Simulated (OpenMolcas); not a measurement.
# Ni4+: moving or changing the point charges

Ni4+ among 4 point charges of -2 e arranged as a tetrahedron (Td), 2.03 Å from the ion.

```json
{"Program": "OpenMolcas 26.06", "Method": "CASSCF", "Basis": "ANO-RCC-VDZP [5s4p2d1f]", "Scalar Hamiltonian": "DKH2, point nucleus", "Active space": "6 electrons in 5 orbitals (3d)", "State averaging": "2S+1 = 5 even, 5 roots; 2S+1 = 3 even, 45 roots; 2S+1 = 1 even, 50 roots", "Spin-orbit coupling": "RASSI with atomic mean-field integrals over the reference wave functions"}
```

Runs around this geometry, states (labels of Td). Energies in cm-1 above the lowest state or level, χT in cm3 K/mol.

```csv
R (Å),q (e),Ground state,First state of that spin,First gap with spin-orbit (degeneracies),χT at 300 K,First state of another spin
2.03,-1.3,5E,5T2 598.5,"43.4 (1, 3)",5.439,3T1 29062
1.91,-2,5E,5T2 1171,"61.1 (1, 3)",5.000,3T1 28996
2.03,-2,5E,5T2 890.5,"54.7 (1, 3)",5.221,3T1 29038
2.18,-2,5E,5T2 642.7,"45.5 (1, 3)",5.408,3T1 29061
```

Taking the first state of the same spin as R^-n, n = -ln(642.7 / 1171) / ln(2.18 / 1.91) = 4.5 between the shortest and longest distance.

Scaling the charges by -1.3 / -2 = 0.65 scales the first state of the same spin by 598.5 / 890.5 = 0.67; with fixed orbitals a first-order splitting would follow the charge.

An orbital doublet at a regular site is open to a Jahn-Teller distortion, which this geometry leaves out. Without dynamic correlation the repulsion within the d shell is too large (B by tens of per cent), so at a given field states of lower spin stand too high. The ground term spreads over less than 5000 cm-1, several times less than with real ligands, so orbital moments are less quenched and χT lies further from the spin-only value than at real sites. This is an electrostatic model: the charges have no orbitals. No measured value stands beside these numbers.
